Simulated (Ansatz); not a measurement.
Born–Oppenheimer molecular dynamics of CH5ClO2Sn (10 atoms, charge 0, multiplicity 1). It goes on from the last frame of an earlier run, with new velocities.

Theory: RKS B3LYP-D4/def2-SVP in Ansatz.

```json
{"ensemble": "NVE (velocity Verlet)", "time step": "0.5 fs", "steps asked": "150", "starting velocities drawn for": "300 K", "seed": "369104"}
```

First frame:

```xyz
10
Properties=species:S:1:pos:R:3
Sn 0.024 -0.120 0.130
C -0.214 0.277 2.261
H -0.765 -0.481 2.756
H 0.824 0.347 2.594
H -0.735 1.247 2.282
O 1.982 -0.623 -0.205
H 2.086 -0.817 -1.145
O -0.518 1.523 -0.885
H -1.182 1.285 -1.569
Cl -1.458 -1.831 -0.635
```

(1) How far do the bonds stretch over the last three quarters of this one trajectory? (Pairs bonded in most of those frames.)

## Answers

(1) 
```csv
bond,mean (Å),spread (Å),shortest,longest
Sn1–C2,2.140,0.032,2.10,2.19
Sn1–O6,1.991,0.053,1.92,2.07
Sn1–O8,1.990,0.025,1.95,2.03
Sn1–Cl10,2.371,0.031,2.34,2.43
C2–H3,1.106,0.045,1.04,1.17
C2–H4,1.099,0.007,1.09,1.11
C2–H5,1.100,0.009,1.08,1.12
O6–H7,0.969,0.011,0.95,0.99
O8–H9,0.968,0.009,0.95,0.98
```

Mean temperature of the second half: 199 K. The conserved energy stayed within 0.14 meV per atom of its start (net change 0.07 meV per atom), so the integration is sound. A run of 0.075 ps of so small a system gives no equilibrium averages.

The run took 7.6 min on 2 threads of Arm Neoverse V2, on a shared host, peak memory 0.27 GiB.
